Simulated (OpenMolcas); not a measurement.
Computed levels of 5d² in ions with 70 electrons, in cm-1 above ³F₂.

```json
{
 "Program": "OpenMolcas",
 "Method": "XMS-CASPT2, IPEA 0.25 Eh, imaginary shift 0.1 Eh",
 "Basis": "ANO-RCC-VTZP",
 "Scalar Hamiltonian": "DKH2, point nucleus",
 "Spin-orbit coupling": "RASSI with atomic mean-field integrals over the reference wave functions, term energies averaged over their components"
}
```

Active space for each ion: 2 electrons in 5 orbitals (5d); closed shells correlated by CASPT2: 5s 5p.

```json
{"Level": "³F₃", "W4+": "6440", "Re5+": "8270", "Ir7+": "13050"}
{"Level": "³F₄", "W4+": "11840", "Re5+": "14900", "Ir7+": "22290"}
{"Level": "³P₀", "W4+": "13290", "Re5+": "14880", "Ir7+": "17770"}
{"Level": "³P₁", "W4+": "16960", "Re5+": "19790", "Ir7+": "26130"}
{"Level": "¹G₄", "W4+": "23260", "Re5+": "27400", "Ir7+": "37460"}
{"Level": "³P₂", "W4+": "23310", "Re5+": "28300", "Ir7+": "40020"}
{"Level": "¹S₀", "W4+": "44340", "Re5+": "51650", "Ir7+": "66710"}
```

Estimate ³F₄, ³P₀, ³P₁ for Os6+ from its neighbours Re5+ and Ir7+.

³F₄ is fine structure, which grows about as the fourth power of a screened charge, so the fourth roots are averaged: ((14900^0.25 + 22290^0.25) / 2)^4 = 18317. The calculation gives 18500, so the estimate is off by -1.0 %.
³P₀ is another term, which grows about linearly with the charge: (14880 + 17770) / 2 = 16325. The calculation gives 16300, so the estimate is off by +0.2 %; the measured value is 15837 (van het Hof, Joshi, Wyart and Sugar, J. Res. Natl. Inst. Stand. Technol. 100, 687 (1995)).
³P₁ is another term, which grows about linearly with the charge: (19790 + 26130) / 2 = 22960. The calculation gives 22860, so the estimate is off by +0.4 %; the measured value is 22098 (van het Hof, Joshi, Wyart and Sugar, J. Res. Natl. Inst. Stand. Technol. 100, 687 (1995)).

Mixed levels, with the weight of the term that names them: W4+ ³P₂ (67 %), Re5+ ³P₂ (62 %), Os6+ ³P₂ (59 %), Ir7+ ³P₂ (56 %).

CASPT2 does not keep the components of a term degenerate, so their means are used; among the terms shown or strongly mixed into the levels shown the widest spread is 660 cm-1 (5d² ³F, Ir7+). Computed and measured levels are paired by configuration, term and J; levels that our copy of the source lacks, or whose pairing is in doubt (as where it misses far off the trend of its configuration), stay unpaired and out of the deviations. Levels of configurations outside the active space are missing.
